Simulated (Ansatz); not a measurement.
Consider the ligand exchange at a Ga–S bond: `[NH2][Ga]([SH])[SH]` + NH₃ → `[NH2][Ga]([NH2])[SH]` + H₂S.

Computed with Ansatz on PBE0-D4/def2-TZVP structures; ΔE is electronic, products minus reactants. CBS: MP2 limit from def2 TZ/QZ plus the TZ coupled-cluster correction, frozen cores. This one scheme is used for every species. DFT in def2-TZVPP. For Ga outer-core shells are correlated without core-valence functions, which leaves a few kJ/mol of doubt a bond. Scalar relativity is left out up to krypton. One conformer a species, not always the lowest.

| species | ωB97X-V energy (Eh) |
| --- | --- |
| `[NH2][Ga]([SH])[SH]` | -2778.23550 |
| NH₃ | -56.56247 |
| `[NH2][Ga]([NH2])[SH]` | -2435.43399 |
| H₂S | -399.34253 |

**Question.** Work out ΔE.

**Answer.** ΔE = (-2435.43399) + (-399.34253) − (-2778.23550) − (-56.56247) = 0.02145 Eh = +13.5 kcal/mol. CCSD(T)/CBS gives +13.4 kcal/mol.

Largest T1 diagnostic among the species: 0.012.

Leaving LDA and LC-ωPBE aside and taking each functional with its dispersion term where it has one, the values, not all of them listed here, spread over 2.6 kcal/mol, from CAM-B3LYP-D4 to B97M-V. LDA lies −1.3 kcal/mol from PBE without D4.
